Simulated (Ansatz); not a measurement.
C5H8Si, SMILES C=C(C#C)[SiH2]C.

Geometry optimised at B3LYP-D3(BJ)/def2-SVP. This is a generated structure with no PubChem entry under its InChIKey; it may be hypothetical. One conformer was computed; it need not be the lowest.

Two levels are set side by side: PBE/def2-SVPD (Ansatz, a first-principles code) and CAM-B3LYP/def2-SVPD (Ansatz). Energy differences of separate SCF runs at the same geometry; the states with an electron removed or added have multiplicity 2 and 2. Differences are taken from unrounded values.

```
quantity                           CAM-B3LYP
---------------------------------  ---------
vertical ionisation energy (eV)         9.20
vertical singlet–triplet gap (eV)       3.39
```

Question: What does PBE give, and how far is it from CAM-B3LYP? (The exact figures need the calculation; the answer reports its results.)

Answer: 
```csv
quantity,PBE,PBE minus CAM-B3LYP
vertical ionisation energy (eV),8.98,-0.22
vertical singlet–triplet gap (eV),3.32,-0.07
```
